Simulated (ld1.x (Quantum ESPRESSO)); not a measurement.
## Configuration tests for Bi (TM)

```
Element                 : Bi
Generator               : ld1.x (Quantum ESPRESSO) 7.5
Type                    : norm-conserving Troullier–Martins (Kleinman–Bylander form)
Functional              : PBE
Relativity              : scalar-relativistic
Frozen core             : [Xe] 4f14
Valence charge          : 15
Reference configuration : 5d10 6s2 6p1 (charge +2)
Partial waves           : 6s (bound): rc 1.95 bohr; 6p (bound): rc 2.25 bohr; 5d (bound): rc 2.05 bohr
Local potential         : the d channel
Core correction         : none
```

Energies are relative to the spin-unpolarised reference configuration 5d10 6s2 6p1; without spin polarisation the order of configurations can differ from experiment. The frozen-core shift is the all-electron ΔE with the core orbitals held at their reference shape minus the fully relaxed ΔE.

(1) Give the all-electron excitation energy and the error of the potential for: 5d10 6s2 6p3; 5d10 6s2 6p2; 5d10 6s2 6p0; 5d10 6s0 6p5; 5d10 6s1 6p4; 5d10 6s2 6p2.5; 5d10 6s1 6p0.

Note: ghost states, extra bound levels that the all-electron valence spectrum of the same l lacks: s at -113.2 eV, p at -35.8 eV. A true bound ghost makes a file unfit for plane-wave use.

## Answers

(1)

| valence configuration | charge | ΔE all-electron (eV) | error AE − PS (meV) | frozen-core shift (meV) |
| --- | --- | --- | --- | --- |
| 5d10 6s2 6p3 | 0 | -23.160 | -2.6 | -9.1 |
| 5d10 6s2 6p2 | +1 | -15.247 | +5.2 | -6.2 |
| 5d10 6s2 6p0 | +3 | 23.343 | -5.2 | +11 |
| 5d10 6s0 6p5 | 0 | -2.658 | -14 | -5.3 |
| 5d10 6s1 6p4 | 0 | -13.077 | -3.7 | -7.9 |
| 5d10 6s2 6p2.5 | +0.5 | -20.063 | +2.7 | -7.9 |
| 5d10 6s1 6p0 | +4 | 68.748 | +17 | +37 |

A variational frozen-core shift is positive and of second order in the change. This column holds negative values, so the frozen-core run of ld1.x carries numerical noise or an error of first order here, and the column gives no more than the rough size of the effect.
